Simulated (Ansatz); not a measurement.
Reaction (SMILES): CC[O][GeH3] [ethoxygermane] → C[CH][O][GeH3] + H atom (the C-H bond at the site shown breaks; other sites are not compared here)
Each molecule is optimised on its own at B3LYP-D3(BJ)/def2-TZVP (Ansatz, a first-principles code), one conformer each, not searched for the lowest.
Geometry of the first species:
```
C
H 1 1.0986
H 1 1.0986 2 107.24
O 1 1.4223 2 110.36 3 -120.24
C 1 1.5150 2 110.02 3 119.64
H 5 1.0908 1 110.38 2 61.18
H 5 1.0908 6 108.32 1 -120.95
H 5 1.0923 6 108.61 7 -117.78
Ge 4 1.7892 1 118.72 2 59.17
H 9 1.5320 4 104.74 1 180.00
H 9 1.5431 10 112.03 4 118.10
H 9 1.5431 10 112.03 11 123.81
```

Wanted: bond dissociation energy (electronic energy difference), in kJ/mol. Correlated levels leave the core frozen unless marked. Open shells are spin-unrestricted. No spin-orbit coupling. The frozen core is the preceding noble-gas configuration, with the filled d and f shells of earlier blocks. Non-relativistic. CBS(X,Y): correlation extrapolated as X^-3; Hartree-Fock from the larger set. The bracket is a focal-point correction in the basis named.

```json
[
 {"level": "PBE-D4/def2-TZVPD", "program": "Ansatz + dftd4", "bond dissociation energy (kJ/mol)": "399.4", "minus last row": "-26.3"},
 {"level": "B3LYP-D3(BJ)/def2-TZVPD", "program": "Ansatz + dftd3", "bond dissociation energy (kJ/mol)": "410.8", "minus last row": "-14.9"},
 {"level": "PBE0/def2-SVP", "program": "Ansatz", "bond dissociation energy (kJ/mol)": "401.6", "minus last row": "-24.1"},
 {"level": "PBE0-D3(BJ)/def2-TZVPD", "program": "Ansatz + dftd3", "bond dissociation energy (kJ/mol)": "403.0", "minus last row": "-22.7"},
 {"level": "PBE0-D4/def2-TZVP", "program": "Ansatz + dftd4", "bond dissociation energy (kJ/mol)": "403.3", "minus last row": "-22.4"},
 {"level": "PBE0/def2-TZVP", "program": "Ansatz", "bond dissociation energy (kJ/mol)": "401.9", "minus last row": "-23.8"},
 {"level": "HSE06-D3(BJ)/def2-TZVPD", "program": "Ansatz + dftd3", "bond dissociation energy (kJ/mol)": "402.8", "minus last row": "-22.9"},
 {"level": "CAM-B3LYP-D4/def2-TZVPD", "program": "Ansatz + dftd4", "bond dissociation energy (kJ/mol)": "412.1", "minus last row": "-13.6"},
 {"level": "LC-wPBE/def2-TZVPD", "program": "Ansatz", "bond dissociation energy (kJ/mol)": "401.2", "minus last row": "-24.5"},
 {"level": "B2PLYP-D3(BJ)/def2-TZVPD", "program": "Ansatz + dftd3", "bond dissociation energy (kJ/mol)": "411.7", "minus last row": "-14.0"},
 {"level": "MP2/6-31G*", "program": "Ansatz", "bond dissociation energy (kJ/mol)": "393.5", "minus last row": "-32.2"},
 {"level": "MP2/cc-pVDZ", "program": "Ansatz", "bond dissociation energy (kJ/mol)": "406.1", "minus last row": "-19.6"},
 {"level": "MP2/cc-pVQZ", "program": "Ansatz", "bond dissociation energy (kJ/mol)": "424.0", "minus last row": "-1.7"},
 {"level": "SCS-MP2/cc-pVDZ", "program": "Ansatz", "bond dissociation energy (kJ/mol)": "413.6", "minus last row": "-12.1"},
 {"level": "SCS-MP2/cc-pVTZ", "program": "Ansatz", "bond dissociation energy (kJ/mol)": "430.0", "minus last row": "4.3"},
 {"level": "CCSD(T)/6-31G", "program": "Ansatz", "bond dissociation energy (kJ/mol)": "382.4", "minus last row": "-43.3"},
 {"level": "CCSD(T)/aug-cc-pVDZ", "program": "Ansatz", "bond dissociation energy (kJ/mol)": "411.1", "minus last row": "-14.6"},
 {"level": "CCSD(T)/aug-cc-pVTZ", "program": "Ansatz", "bond dissociation energy (kJ/mol)": "421.9", "minus last row": "-3.8"},
 {"level": "CCSD(T)/cc-pVTZ", "program": "Ansatz", "bond dissociation energy (kJ/mol)": "421.7", "minus last row": "-4.0"},
 {"level": "RI-MP2/CBS(cc-pVTZ,cc-pVQZ)+[CCSD(T)-MP2]/cc-pVTZ", "program": "Ansatz", "bond dissociation energy (kJ/mol)": "427.8", "minus last row": "2.1"},
 {"level": "CCSD(T)/CBS(cc-pVTZ,cc-pVQZ)", "program": "Ansatz", "bond dissociation energy (kJ/mol)": "425.7", "minus last row": "0.0"}
]
```
